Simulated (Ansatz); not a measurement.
(NaF)3 ring (Na₃F₃). Charge 0, multiplicity 1. Geometry PBE-D4/def2-SVP, basis def2-TZVP, Ansatz.

```csv
run,HOMO (eV),LUMO (eV)
A,-6.06,-1.12
B,-10.06,-0.21
C,-8.07,-0.50
D,-6.52,-0.44
E,-6.63,-0.90
F,-6.46,-1.07
```

**Question.** The runs used B97M-V, BHLYP, LDA (SPW92), PBE0, r2SCAN, revPBE. Estimate which is which.

**Answer.** A revPBE (0 % exact exchange); B BHLYP (50 % exact exchange); C PBE0 (25 % exact exchange); D r2SCAN (0 % exact exchange); E B97M-V (0 % exact exchange); F LDA (SPW92) (0 % exact exchange). Exact exchange lowers occupied and raises empty levels; among semilocal functionals meta-GGAs tend to open the gap a little, and such runs are hard to tell apart. The gap grows from 4.94 eV (revPBE) to 9.85 eV (BHLYP).
